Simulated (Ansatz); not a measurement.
`[CH3][V](=[O])([Cl])[Cl]` + H₂O → `[O]=[V]([OH])([Cl])[Cl]` + CH₄ at 700 K and 1 bar (formal hydrolysis of a V–C bond).

Gas-phase electronic energies from Ansatz, PBE0-D4/def2-TZVP geometries. CCSD(T)/CBS is the MP2 limit (def2-TZVPP, def2-QZVPP) plus CCSD(T) − MP2 in def2-TZVPP, frozen cores. This one scheme is used for every species. For V outer-core shells are correlated without core-valence functions, which leaves a few kJ/mol of doubt a bond. Scalar relativity is left out up to krypton. One conformer a species, not always the lowest.

| species | CCSD(T)/CBS energy (Eh) | H − E (kJ/mol) | S (J/(mol·K)) |
| --- | --- | --- | --- |
| `[CH3][V](=[O])([Cl])[Cl]` | -1978.17138 | 182.5 | 467.7 |
| H₂O | -76.37941 | 80.5 | 218.4 |
| `[O]=[V]([OH])([Cl])[Cl]` | -2014.13218 | 117.0 | 436.9 |
| CH₄ | -40.46206 | 145.9 | 224.0 |

H − E and S are ideal-gas, rigid-rotor, harmonic terms from PBE0-D4/def2-TZVP, for one conformer and one mirror image of each species. 1 Eh = 2625.50 kJ/mol, R = 8.31446 J/(mol·K).

Question: By hand: ΔE, ΔH, ΔS and ΔG.

Answer: ΔE = (-2014.13218) + (-40.46206) − (-1978.17138) − (-76.37941) = -0.04345 Eh = -114.1 kJ/mol. Δ(H − E) = 117.0 + 145.9 − 182.5 − 80.5 = -0.1, so ΔH = -114.2 kJ/mol. ΔS = 436.9 + 224.0 − 467.7 − 218.4 = -25.2 J/(mol·K). ΔG = -114.2 − 700 × (-25.2)/1000 = -96.6 kJ/mol.

Question: By hand: the equilibrium constant, and the temperature at which ΔG would vanish if ΔH and ΔS stayed fixed.

Answer: log₁₀ K = −ΔG/(RT ln 10) = 7.2. ΔG = 0 at ΔH/ΔS = 4532 K, far beyond where these terms or the molecules hold.

ΔH outweighs TΔS. A doubt of 5 kJ/mol in ΔE shifts log₁₀ K by 0.4 here. Other conformers and mirror images would add mixing entropy, several J/(mol·K) or more a flexible species. These are equilibria of isolated gas molecules and say nothing of rates. Largest T1 diagnostic: 0.032 (customary marks: 0.02 for closed shells, 0.045 for open ones).
